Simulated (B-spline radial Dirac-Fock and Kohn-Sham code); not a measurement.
Energy-loss ionisation edge L1 of Ru

System: atomic ruthenium in the configuration [Kr] 4d7 5s1. Level of theory: the first Born approximation with generalised oscillator strengths from a Dirac-Hartree-Slater potential (longitudinal and transverse terms; continuum final states only, so no white lines or fine structure); a radial atomic solver. The edge is taken at 3224.0 eV (tabulated value).

Partial cross sections σ(β, Δ) in barn, integrated over a window Δ above the edge and up to the collection semi-angle β, for parallel illumination:

```
E₀ (kV)  β (mrad)  Δ = 25 eV  Δ = 50 eV  Δ = 100 eV  Δ = 200 eV  Δ = 300 eV
     60        50       5.20       10.2        19.9        37.7        53.6
     60       100       9.72       19.2        37.7        72.0         103
     80        50       5.46       10.7        20.9        39.8        56.7
     80       100       9.27       18.4        36.1        69.0        98.9
    100         5      0.187      0.363       0.702        1.32        1.85
    100        10          ?          ?           ?           ?           ?
    100        50       5.55       10.9        21.3        40.5        57.9
    100       100       8.83       17.5        34.4        66.0        94.8
    120         5      0.227      0.441       0.854        1.60        2.26
    120        10      0.807       1.57        3.04        5.72        8.09
    120        50       5.56       10.9        21.4        40.8        58.3
    200         5      0.400      0.777        1.51        2.83        3.99
    200        20       2.81       5.50        10.7        20.4        29.1
    200        50       5.49       10.8        21.2        40.5        58.2
```

Q: Give the row for 100 kV and 10 mrad.

A: 0.683 b for 25 eV, 1.33 b for 50 eV, 2.57 b for 100 eV, 4.83 b for 200 eV, 6.82 b for 300 eV.

Values without a named source are computed, but for edge energies of neutral atoms, which are taken from tables.
